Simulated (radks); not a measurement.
Species: In+. Configuration: [Ar] 3d10 4s2 4p4 4d10 5s2 5d2 (not the ground configuration). Method: Dirac Kohn-Sham, LDA (Slater exchange, VWN5 correlation), spin-unpolarised, spherical densities, finite nucleus; open shells are shared between the two j in proportion to 2j + 1; Fermi nuclear charge, rms radius 4.6156 fm; computed with a radial shooting solver on a logarithmic mesh with Libxc functionals. Some entries of the table are withheld. Estimate them.

orbital     occ.  eigenvalue (Ry)  r(max) (bohr)  <r^2> (bohr^2)
1s1/2          2        -2038.790        0.01924        0.001197
2s1/2          2        -307.3737         0.1088         0.01944
2p1/2          2        -287.0149        0.08383         0.01446
2p3/2          4        -271.5311        0.08827         0.01578
3s1/2          2        -60.28485         0.3160          0.1393
3p1/2          2        -52.04733         0.3022          0.1341
3p3/2          4        -49.24874         0.3124          0.1428
3d3/2          4        -34.60787         0.2561             (1)
3d5/2          6        -34.03366         0.2591             (2)
4s1/2          2        -10.97536         0.7650             (3)
4p1/2    1.33333         -8.23604         0.7916             (4)
4p3/2    2.66667         -7.71746         0.8157             (5)
4d3/2          4         -3.38674         0.8984             (6)
4d5/2          6         -3.31195         0.9073             (7)
5s1/2          2         -1.79770          1.907           5.218
5p1/2          0              (8)          2.179             (9)
5p3/2          0             (10)          2.253            (11)
6s1/2          0         -0.47035          4.772           29.76
5d3/2        0.8         -0.42723          3.474           19.73
5d5/2        1.2         -0.42297          3.508           20.06
6d3/2          0         -0.13893          9.151           109.1
4f5/2          0         -0.13854          6.042           58.79
4f7/2          0         -0.13848          6.044           58.85
6d5/2          0         -0.13780          9.212           110.5

Answer. 
(1) 3d3/2 <r^2> (bohr^2): 0.1235
(2) 3d5/2 <r^2> (bohr^2): 0.1261
(3) 4s1/2 <r^2> (bohr^2): 0.7915
(4) 4p1/2 <r^2> (bohr^2): 0.8888
(5) 4p3/2 <r^2> (bohr^2): 0.9463
(6) 4d3/2 <r^2> (bohr^2): 1.366
(7) 4d5/2 <r^2> (bohr^2): 1.397
(8) 5p1/2 eigenvalue (Ry): -1.18801
(9) 5p1/2 <r^2> (bohr^2): 7.209
(10) 5p3/2 eigenvalue (Ry): -1.12910
(11) 5p3/2 <r^2> (bohr^2): 7.695
